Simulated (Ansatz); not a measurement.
Ansatz results at the PBE0-D4/def2-TZVP geometry: HOMO–LUMO gap (PBE/def2-TZVPP) 3.98 eV; HOMO–LUMO gap (ωB97M-V/def2-TZVPP) 9.98 eV; LUMO energy (PBE/def2-TZVPP) -0.69 eV.

Each molecule was computed in one conformer, which needn't be the lowest.

(1) Which molecule gave them?
A. `[SiH3]SC1=CN1`
B. `[F][AlH][SbH2]`
C. `SC1[SiH2]S1`
D. `CNC(N)=S`

## Answers

(1) D. The others give `[SiH3]SC1=CN1`: 3.41, 9.68, -1.33; `[F][AlH][SbH2]`: 3.97, 9.26, -2.23; `SC1[SiH2]S1`: 4.31, 10.22, -1.49.
